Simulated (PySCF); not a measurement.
# Atomic charges against the basis set

C4H5BO.
Structure used (PBE0-D3(BJ)/def2-SVP), in Å, numbered top down from 1:
```
atom  x, y, z in Å
B1     1.9913   -0.1917   -0.0398
C2     0.4706   -0.1396   -0.1391
C3    -0.4964    0.6783    0.5595
C4    -1.7195    0.3211    0.0967
O5    -1.5979   -0.6597   -0.8405
C6    -0.2997   -0.9244   -0.9726
H7     2.5907    0.5313    0.7224
H8     2.6104   -0.9680   -0.7320
H9    -0.2821    1.4344    1.3121
H10   -2.7345    0.6446    0.3120
H11   -0.0344   -1.6955   -1.6938
```

PBE0 throughout (PySCF), one geometry, spherical d and f functions. Geometry: PBE0-D3(BJ)/def2-SVP; no solvent, vibrations or thermal averaging. Atoms taken as equivalent share a column and are averaged. The first 7 of 10 kinds of atom are listed.

Mulliken charges (e):

```tsv
basis	functions	B1	C2	C3	C4	O5	C6	H7/H8
STO-3G	35	+0.135	-0.139	-0.111	-0.005	-0.122	+0.032	-0.052
6-31G	64	+0.107	-0.110	-0.221	+0.062	-0.470	+0.076	-0.039
pcSseg-0	64	+0.260	-0.518	-0.236	+0.096	-0.612	+0.203	+0.004
6-31G*	94	-0.037	-0.007	-0.250	+0.053	-0.388	+0.062	-0.015
cc-pVDZ	109	+0.012	-0.012	-0.093	+0.111	-0.158	+0.123	-0.037
def2-SVP	109	+0.011	-0.061	-0.062	+0.113	-0.218	+0.135	-0.033
aug-cc-pVDZ	183	-1.602	+0.289	+1.044	+0.226	-0.377	+0.522	+0.604
6-311+G(2d,p)	192	-0.148	+0.486	-0.331	+0.026	-0.279	-0.141	-0.009
def2-TZVP	216	-0.092	+0.059	-0.264	+0.021	-0.164	-0.014	+0.007
cc-pVTZ	250	-0.081	-0.065	-0.165	-0.021	-0.115	+0.025	0.000
IGLO-III	260	+0.186	-0.126	-0.147	+0.049	-0.226	+0.054	-0.060
```

IAO charges (e):

| basis | functions | B1 | C2 | C3 | C4 | O5 | C6 | H7/H8 |
| --- | --- | --- | --- | --- | --- | --- | --- | --- |
| STO-3G | 35 | +0.056 | -0.213 | -0.170 | -0.047 | -0.080 | +0.009 | -0.004 |
| 6-31G | 64 | -0.007 | -0.188 | -0.192 | -0.022 | -0.203 | +0.050 | +0.010 |
| pcSseg-0 | 64 | -0.011 | -0.195 | -0.191 | -0.012 | -0.202 | +0.066 | +0.009 |
| 6-31G* | 94 | +0.004 | -0.197 | -0.187 | +0.002 | -0.216 | +0.083 | +0.002 |
| cc-pVDZ | 109 | -0.016 | -0.191 | -0.191 | -0.001 | -0.211 | +0.081 | +0.008 |
| def2-SVP | 109 | -0.005 | -0.193 | -0.186 | +0.002 | -0.211 | +0.084 | +0.004 |
| aug-cc-pVDZ | 183 | -0.014 | -0.192 | -0.197 | -0.003 | -0.219 | +0.079 | +0.008 |
| 6-311+G(2d,p) | 192 | -0.012 | -0.194 | -0.196 | -0.002 | -0.221 | +0.081 | +0.008 |
| def2-TZVP | 216 | -0.012 | -0.194 | -0.196 | 0.000 | -0.222 | +0.083 | +0.008 |
| cc-pVTZ | 250 | -0.013 | -0.194 | -0.196 | -0.001 | -0.220 | +0.082 | +0.008 |
| IGLO-III | 260 | -0.013 | -0.194 | -0.197 | -0.002 | -0.222 | +0.081 | +0.008 |

Hirshfeld charges (e):

```
        basis  functions      B1      C2      C3      C4      O5      C6   H7/H8
       STO-3G         35  +0.135  -0.104  -0.057  +0.005  -0.007  +0.042  -0.076
        6-31G         64  +0.112  -0.107  -0.073  +0.002  -0.068  +0.044  -0.063
     pcSseg-0         64  +0.113  -0.114  -0.074  +0.003  -0.046  +0.047  -0.065
       6-31G*         94  +0.108  -0.107  -0.073  +0.004  -0.058  +0.049  -0.065
      cc-pVDZ        109  +0.107  -0.114  -0.074  +0.003  -0.037  +0.048  -0.065
     def2-SVP        109  +0.110  -0.115  -0.074  +0.005  -0.043  +0.050  -0.065
  aug-cc-pVDZ        183  +0.115  -0.119  -0.077  +0.006  -0.062  +0.048  -0.061
6-311+G(2d,p)        192  +0.119  -0.122  -0.076  +0.007  -0.065  +0.049  -0.062
    def2-TZVP        216  +0.113  -0.118  -0.076  +0.006  -0.059  +0.049  -0.062
      cc-pVTZ        250  +0.111  -0.116  -0.076  +0.005  -0.053  +0.048  -0.063
     IGLO-III        260  +0.114  -0.118  -0.077  +0.006  -0.061  +0.047  -0.061
```

Some averages cover members that differ in this geometry, most widely: H7/H8, Mulliken in aug-cc-pVDZ +0.582 to +0.626 e.

**Question.** Which scheme is steadiest as the basis changes?

**Answer.** Largest range over the bases for any column: Hirshfeld 0.06 e, IAO 0.14 e, Mulliken 1.86 e. Hirshfeld charges move least and Mulliken charges most, counted in e. Without the minimal STO-3G basis the ranges are Hirshfeld 0.03, IAO 0.03, Mulliken 1.86 e.

**Question.** How much do the charges still move between the two largest bases, cc-pVTZ and IGLO-III?

**Answer.** At most, over all atoms: Mulliken 0.268 e, IAO 0.002 e, Hirshfeld 0.008 e.

**Question.** What do the same runs give for the total energy, the frontier levels and the dipole moment?

**Answer.** 
| basis | energy (Eh) | HOMO (eV) | LUMO (eV) | μ (D) |
| --- | --- | --- | --- | --- |
| STO-3G | -251.9706 | -5.34 | 1.10 | 1.47 |
| 6-31G | -255.0817 | -7.10 | -1.48 | 1.06 |
| pcSseg-0 | -254.5785 | -7.42 | -1.77 | 1.03 |
| 6-31G* | -255.1587 | -6.87 | -1.36 | 1.35 |
| cc-pVDZ | -255.1806 | -7.00 | -1.56 | 1.39 |
| def2-SVP | -254.9772 | -7.12 | -1.62 | 1.30 |
| aug-cc-pVDZ | -255.1929 | -7.11 | -1.71 | 1.26 |
| 6-311+G(2d,p) | -255.2325 | -7.12 | -1.72 | 1.26 |
| def2-TZVP | -255.2552 | -7.10 | -1.68 | 1.32 |
| cc-pVTZ | -255.2480 | -7.08 | -1.66 | 1.35 |
| IGLO-III | -255.2592 | -7.11 | -1.71 | 1.26 |

The dipole is fixed by the density alone, so its range of 0.44 D shows that the density itself changes with the basis, not only its division among atoms.
